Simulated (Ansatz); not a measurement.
`P[SiH2][SeH]` + `O[SiH2]O` → `O[SiH2]OP` + `[SiH3][SeH]`  (cleavage of the P–Si bond)

Computed with Ansatz on PBE0-D4/def2-TZVP structures; ΔE is electronic, products minus reactants. CCSD(T)/CBS is the MP2 limit (def2-TZVPP, def2-QZVPP) plus CCSD(T) − MP2 in def2-TZVPP, frozen cores. Functionals use def2-TZVPP. B3LYP here is the variant with VWN-RPA as its local correlation; programs differ in this. For Se outer-core shells are correlated without core-valence functions, which leaves a few kJ/mol of doubt a bond. Scalar relativity is left out up to krypton. One conformer a species, not always the lowest.

(1) Is it downhill or uphill in electronic energy at CCSD(T)/CBS, and by how much? (Best estimate.)

(2) What do these levels give: revPBE-D4, r2SCANh-D4, r2SCAN0-D4, B3LYP, SCS-MP2/def2-TZVPP, MP2/CBS(def2)? (Best estimate.)

Largest T1 diagnostic among the species: 0.013.

Answers

(1) The calculation gave: Uphill: ΔE = +0.42 eV.

(2) The calculation gave: revPBE-D4 0.54, r2SCANh-D4 0.46, r2SCAN0-D4 0.46, B3LYP 0.33, SCS-MP2/def2-TZVPP 0.33, MP2/CBS(def2) 0.46 eV.

From BLYP to BHLYP (50 % exact exchange), in def2-TZVPP and without D4, ΔE moves by −0.07 eV. In def2-TZVPP, CCSD(T) changes the Hartree–Fock value by +0.26 eV (the triples alone add +0.04 eV) and MP2 by +0.29 eV.
